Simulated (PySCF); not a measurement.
C₂H₅O₂, SMILES C(CO)[O], multiplicity 2. Coordinates come from a B3LYP-D3(BJ)/def2-SVP optimisation. The isomer is the one that the SMILES or the coordinates give; other isomers of the formula were not compared. One conformer was computed; it need not be the lowest.

Computed equilibrium geometry at B3LYP-D3(BJ)/def2-SVP (PySCF confirms it by a frequency run) as Cartesian coordinates in Å (one conformer of several):
```xyz
9

O      1.3497    -0.0436     0.8565
C      0.8470    -0.3713    -0.3433
C     -0.7266    -0.4089    -0.2508
O     -1.3174     0.8255    -0.0095
H      1.0913     0.3608    -1.1501
H      1.1337    -1.3942    -0.6818
H     -1.0021    -1.0762     0.5789
H     -1.0608    -0.8749    -1.1998
H     -1.1433     1.4100    -0.7592
```
Charge 0, spin multiplicity 2.
